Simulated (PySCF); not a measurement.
Species: C7H12SSi.
Structure used (PBE0-D3(BJ)/def2-SVP), in Å, numbered top down from 1:
```
atom  x, y, z in Å
C1    -1.5546    0.7790    1.0057
C2    -1.6327    0.1195   -0.3702
C3    -3.0269   -0.4265   -0.6714
Si4   -0.3087   -1.2225   -0.5531
C5     1.3951   -0.5144   -0.2562
C6     2.2441   -0.7629    0.8038
C7     3.4412    0.0033    0.7675
C8     3.4932    0.8355   -0.3214
S9     2.0929    0.6761   -1.2965
H10   -2.2895    1.5966    1.0966
H11   -0.5568    1.2017    1.2014
H12   -1.7714    0.0551    1.8095
H13   -1.3791    0.8789   -1.1347
H14   -3.7890    0.3670   -0.5930
H15   -3.3106   -1.2189    0.0417
H16   -3.0959   -0.8531   -1.6846
H17   -0.5104   -2.2986    0.4680
H18   -0.3932   -1.8242   -1.9213
H19    2.0086   -1.4828    1.5903
H20    4.2334   -0.0583    1.5153
H21    4.2872    1.5272   -0.6023
```

Hirshfeld charges (e) from the PBE0/pcSseg-1 density (PySCF), one withheld:

```tsv
atom	bonded to	charge
C1	C2 H10 H11 H12	-0.1173
C2	C1 C3 Si4 H13	-0.1050
C3	C2 H14 H15 H16	-0.1144
Si4	C2 C5 H17 H18	+0.3184
C5	Si4 C6 S9	?
C6	C5 C7 H19	-0.0663
C7	C6 C8 H20	-0.0743
C8	C7 S9 H21	-0.0816
S9	C8 C5	+0.1079
H10	C1	+0.0377
H11	C1	+0.0333
H12	C1	+0.0361
H13	C2	+0.0323
H14	C3	+0.0387
H15	C3	+0.0373
H16	C3	+0.0396
H17	Si4	-0.0782
H18	Si4	-0.0825
H19	C6	+0.0538
H20	C7	+0.0558
H21	C8	+0.0571
```

Q: What is the charge on C5?

A: The charges add up to the total charge, 0. The others sum to +0.1284, which leaves -0.1284 e for C5 (substituted aromatic carbon).

Q: Add each hydrogen's charge to the atom that carries it.

A: C1 -0.0102, C2 -0.0727, C3 +0.0012, Si4 +0.1577, C6 -0.0125, C7 -0.0185, C8 -0.0245. Atoms without hydrogen keep their charges.

Q: Across which bond do the charges differ most?

A: Si4–C5: +0.3184 on Si4 against -0.1284 on C5, a difference of 0.4468 e. The lower charge is on the more electronegative element of the two (Pauling values: C 2.55, Si 1.90).

Q: Take the bonds between elements whose Pauling electronegativities differ by more than 0.25. In how many does the more electronegative atom carry the lower charge?

A: In 14 of 14.

Q: How much positive and how much negative charge does this set hold in all?

A: +0.8480 e on 12 atoms and -0.8480 e on 9.

The Hirshfeld scheme divides the density at each point in proportion to the densities of the neutral, spherically averaged free atoms. One conformer (not necessarily the lowest) at the PBE0-D3(BJ)/def2-SVP geometry, without solvent, vibrations or thermal averaging.
